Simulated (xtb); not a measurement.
C4H5 (SMILES [CH]=C1CC1), doublet, from a rough starting geometry; xtb with GFN2-xTB.

Input for xtb:
```
$ xtb mol.xyz --gfn 2 --uhf 1 --opt vtight --json

# file mol.xyz
9

C     -0.08227313    -0.09915790     0.61019662
C     -0.01864917    -0.86401787    -0.65805934
C      0.01135167     0.64729688    -0.63583568
C     -0.05642570    -0.09697316     1.91501653
H     -0.97591304    -1.36124935    -0.93295110
H      0.91402671    -1.32731916    -0.91255439
H      0.86407908     1.14764223    -0.92173448
H     -0.85711123     1.18782571    -0.99082900
H     -0.00764236     0.83504859     2.47850272
```

What the program printed (banner, timings and long lists left out):

```
   ID    Z sym.   atoms
    1    6 C      1-4
    2    1 H      5-9

           -------------------------------------------------
          |                Calculation Setup                |
           -------------------------------------------------

           -------------------------------------------------
          |                 G F N 2 - x T B                 |
           -------------------------------------------------

          ...................................................
          :                      SETUP                      :
          :.................................................:
          :  # basis functions                  21          :
          :  # atomic orbitals                  21          :
          :  # shells                           13          :
          :  # electrons                        21          :
          :  max. iterations                   250          :
          :  Hamiltonian                  GFN2-xTB          :
          :  restarted?                      false          :
          :  GBSA solvation                  false          :
          :  PC potential                    false          :
          :  electronic temp.          300.0000000     K    :
          :  accuracy                    1.0000000          :
          :  -> integral cutoff          0.2500000E+02      :
          :  -> integral neglect         0.1000000E-07      :
          :  -> SCF convergence          0.1000000E-05 Eh   :
          :  -> wf. convergence          0.1000000E-03 e    :
          :  Broyden damping             0.4000000          :
          :  net charge                          0          :
          :  unpaired electrons                  1          :
          ...................................................

 iter      E             dE          RMSdq      gap      omega  full diag
   1    -11.1339845 -0.111340E+02  0.442E+00    3.83       0.0  T
   2    -11.1393132 -0.532871E-02  0.280E+00    3.66       1.0  T
   3    -11.1005995  0.387136E-01  0.218E+00    4.02       1.0  T
   4    -11.1455562 -0.449566E-01  0.360E-01    3.71       1.0  T
   5    -11.1461404 -0.584227E-03  0.797E-02    3.75       1.0  T
   6    -11.1461471 -0.671776E-05  0.478E-02    3.75       1.0  T
   7    -11.1461479 -0.823795E-06  0.165E-02    3.75       2.0  T
   8    -11.1461493 -0.140026E-05  0.378E-03    3.75       8.8  T
   9    -11.1461494 -0.562438E-07  0.114E-03    3.75      29.2  T
[...]
 * total energy  :   -10.9492522 Eh     change       -0.2519523E-02 Eh
 * total energy  :   -10.9485757 Eh     change        0.6764712E-03 Eh
 * total energy  :   -10.9504939 Eh     change       -0.1918191E-02 Eh
 * total energy  :   -10.9506840 Eh     change       -0.1900718E-03 Eh
 * total energy  :   -10.9508175 Eh     change       -0.1335583E-03 Eh
 * total energy  :   -10.9508664 Eh     change       -0.4889179E-04 Eh
 * total energy  :   -10.9509011 Eh     change       -0.3472520E-04 Eh
 * total energy  :   -10.9509132 Eh     change       -0.1210507E-04 Eh
 * total energy  :   -10.9509183 Eh     change       -0.5018404E-05 Eh
 * total energy  :   -10.9509198 Eh     change       -0.1571178E-05 Eh
 * total energy  :   -10.9509202 Eh     change       -0.3837413E-06 Eh
 * total energy  :   -10.9509202 Eh     change       -0.3214549E-07 Eh
   *** GEOMETRY OPTIMIZATION CONVERGED AFTER 14 ITERATIONS ***
         :: total energy             -10.950920238209 Eh    ::
[...]
     4   6 C        1.909    -0.137    34.963     9.549
     5   1 H        0.926     0.043     2.410     2.428
     6   1 H        0.926     0.043     2.410     2.428
     7   1 H        0.926     0.041     2.430     2.438
     8   1 H        0.926     0.041     2.430     2.438
     9   1 H        0.927     0.059     2.207     2.323

 Mol. C6AA /au·bohr⁶  :        790.679168
 Mol. C8AA /au·bohr⁸  :      18655.160663
 Mol. α(0) /au        :         43.435192

Wiberg/Mayer (AO) data.
largest (>0.10) Wiberg bond orders for each atom

 ---------------------------------------------------------------------------
     #   Z sym  total        # sym  WBO       # sym  WBO       # sym  WBO
 ---------------------------------------------------------------------------
     1   6 C    3.951 --     4 C    2.217     2 C    0.903     3 C    0.822
     2   6 C    3.940 --     3 C    1.002     5 H    0.969     6 H    0.969
                             1 C    0.903
     3   6 C    3.911 --     2 C    1.002     7 H    0.972     8 H    0.972
                             1 C    0.822     4 C    0.137
     4   6 C    3.466 --     1 C    2.217     9 H    0.968     3 C    0.137
     5   1 H    0.998 --     2 C    0.969
     6   1 H    0.998 --     2 C    0.969
     7   1 H    0.998 --     3 C    0.972
     8   1 H    0.998 --     3 C    0.972
     9   1 H    0.996 --     4 C    0.968
 ---------------------------------------------------------------------------

Topologies differ in total number of bonds
Writing topology from bond orders to xtbtopo.mol

molecular dipole:
                 x           y           z       tot (Debye)
 q only:        0.004       0.044      -0.312
   full:        0.006       0.173      -0.419       1.152
molecular quadrupole (traceless):
                xx          xy          yy          xz          yz          zz
 q only:       -0.045      -0.002       0.470       0.032       0.562      -0.426
  q+dip:       -0.024      -0.035      -0.334       0.048       1.895       0.358
   full:        0.519      -0.031       0.216       0.060       1.554      -0.735

optimized geometry written to: xtbopt.xyz

           -------------------------------------------------
          | TOTAL ENERGY              -10.950920238209 Eh   |
          | GRADIENT NORM               0.000152402522 Eh/α |
          | HOMO-LUMO GAP               3.553547991364 eV   |
           -------------------------------------------------
```
